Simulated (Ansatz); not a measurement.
Reaction (ligand exchange at a Ge–C bond): `C=C[CH2][GeH3]` + `S[SiH2]Cl` → `Cl[SiH2][S][GeH3]` + propene

Calculated with Ansatz (gas phase, PBE0-D4/def2-TZVP geometries, no zero-point term in ΔE). CCSD(T)/CBS adds triple-zeta CCSD(T) − MP2 to the extrapolated MP2 energy (def2 sets, frozen cores). DFT in def2-TZVPP. B3LYP here is the variant with VWN-RPA as its local correlation; programs differ in this. HSE06 is defined as in plane-wave codes. For Ge outer-core shells are correlated without core-valence functions, which leaves a few kJ/mol of doubt a bond. Scalar relativity is left out up to krypton. Each species was taken in one conformer, which may not be the lowest.

```json
{"level": "LDA (SPW92)", "ΔE (kJ/mol)": "-56.7", "difference from CCSD(T)/CBS": "4.3"}
{"level": "PBE-D4", "ΔE (kJ/mol)": "-62.0", "difference from CCSD(T)/CBS": "-1.0"}
{"level": "BLYP-D4", "ΔE (kJ/mol)": "-60.5", "difference from CCSD(T)/CBS": "0.5"}
{"level": "B97M-V", "ΔE (kJ/mol)": "-66.0", "difference from CCSD(T)/CBS": "-5.0"}
{"level": "PBE0-D4", "ΔE (kJ/mol)": "-64.5", "difference from CCSD(T)/CBS": "-3.5"}
{"level": "B3LYP-D4", "ΔE (kJ/mol)": "-62.8", "difference from CCSD(T)/CBS": "-1.8"}
{"level": "r2SCANh-D4", "ΔE (kJ/mol)": "-64.6", "difference from CCSD(T)/CBS": "-3.6"}
{"level": "r2SCAN0-D4", "ΔE (kJ/mol)": "-65.6", "difference from CCSD(T)/CBS": "-4.6"}
{"level": "HSE06-D4", "ΔE (kJ/mol)": "-64.7", "difference from CCSD(T)/CBS": "-3.7"}
{"level": "BHLYP-D4", "ΔE (kJ/mol)": "-67.4", "difference from CCSD(T)/CBS": "-6.4"}
{"level": "CAM-B3LYP-D4", "ΔE (kJ/mol)": "-60.4", "difference from CCSD(T)/CBS": "0.6"}
{"level": "ωB97M-V", "ΔE (kJ/mol)": "-62.6", "difference from CCSD(T)/CBS": "-1.6"}
{"level": "B2PLYP", "ΔE (kJ/mol)": "-61.6", "difference from CCSD(T)/CBS": "-0.6"}
{"level": "PBE-QIDH", "ΔE (kJ/mol)": "-64.5", "difference from CCSD(T)/CBS": "-3.5"}
{"level": "PBE", "ΔE (kJ/mol)": "-60.9", "difference from CCSD(T)/CBS": "0.1"}
{"level": "revPBE", "ΔE (kJ/mol)": "-61.2", "difference from CCSD(T)/CBS": "-0.2"}
{"level": "BLYP", "ΔE (kJ/mol)": "-58.4", "difference from CCSD(T)/CBS": "2.6"}
{"level": "PBE0", "ΔE (kJ/mol)": "-63.5", "difference from CCSD(T)/CBS": "-2.5"}
{"level": "B3LYP", "ΔE (kJ/mol)": "-60.8", "difference from CCSD(T)/CBS": "0.2"}
{"level": "r2SCANh", "ΔE (kJ/mol)": "-64.4", "difference from CCSD(T)/CBS": "-3.4"}
{"level": "r2SCAN0", "ΔE (kJ/mol)": "-65.4", "difference from CCSD(T)/CBS": "-4.4"}
{"level": "HSE06", "ΔE (kJ/mol)": "-63.6", "difference from CCSD(T)/CBS": "-2.6"}
{"level": "BHLYP", "ΔE (kJ/mol)": "-64.0", "difference from CCSD(T)/CBS": "-3.0"}
{"level": "CAM-B3LYP", "ΔE (kJ/mol)": "-59.2", "difference from CCSD(T)/CBS": "1.8"}
{"level": "LC-ωPBE", "ΔE (kJ/mol)": "-61.5", "difference from CCSD(T)/CBS": "-0.5"}
{"level": "RPA@PBE/def2-TZVPP", "ΔE (kJ/mol)": "-55.9", "difference from CCSD(T)/CBS": "5.1"}
{"level": "HF/def2-SVP", "ΔE (kJ/mol)": "-65.1", "difference from CCSD(T)/CBS": "-4.1"}
{"level": "MP2/def2-SVP", "ΔE (kJ/mol)": "-58.8", "difference from CCSD(T)/CBS": "2.2"}
{"level": "CCSD/def2-SVP", "ΔE (kJ/mol)": "-58.1", "difference from CCSD(T)/CBS": "2.9"}
{"level": "CCSD(T)/def2-SVP", "ΔE (kJ/mol)": "-57.7", "difference from CCSD(T)/CBS": "3.3"}
{"level": "HF/def2-TZVPP", "ΔE (kJ/mol)": "-68.0", "difference from CCSD(T)/CBS": "-7.0"}
{"level": "SCS-MP2/def2-TZVPP", "ΔE (kJ/mol)": "-61.1", "difference from CCSD(T)/CBS": "-0.1"}
{"level": "CCSD/def2-TZVPP", "ΔE (kJ/mol)": "-59.0", "difference from CCSD(T)/CBS": "2.0"}
{"level": "CCSD(T)/def2-TZVPP", "ΔE (kJ/mol)": "-59.1", "difference from CCSD(T)/CBS": "1.9"}
{"level": "HF/def2-QZVPP", "ΔE (kJ/mol)": "-68.3", "difference from CCSD(T)/CBS": "-7.3"}
{"level": "MP2/def2-QZVPP", "ΔE (kJ/mol)": "-62.5", "difference from CCSD(T)/CBS": "-1.5"}
{"level": "SCS-MP2/def2-QZVPP", "ΔE (kJ/mol)": "-62.4", "difference from CCSD(T)/CBS": "-1.4"}
{"level": "HF/CBS(def2)", "ΔE (kJ/mol)": "-68.4", "difference from CCSD(T)/CBS": "-7.4"}
{"level": "MP2/CBS(def2)", "ΔE (kJ/mol)": "-63.2", "difference from CCSD(T)/CBS": "-2.2"}
{"level": "CCSD/CBS(def2)", "ΔE (kJ/mol)": "-60.9", "difference from CCSD(T)/CBS": "0.1"}
{"level": "CCSD(T)/CBS", "ΔE (kJ/mol)": "-61.0", "difference from CCSD(T)/CBS": "0"}
```

Largest T1 diagnostic among the species: 0.011.

At CCSD(T), def2-SVP lies +3.3 kJ/mol from the extrapolated value and def2-TZVPP +1.9 kJ/mol. In def2-TZVPP, CCSD(T) changes the Hartree–Fock value by +8.9 kJ/mol (the triples alone add −0.1 kJ/mol) and MP2 by +6.7 kJ/mol.
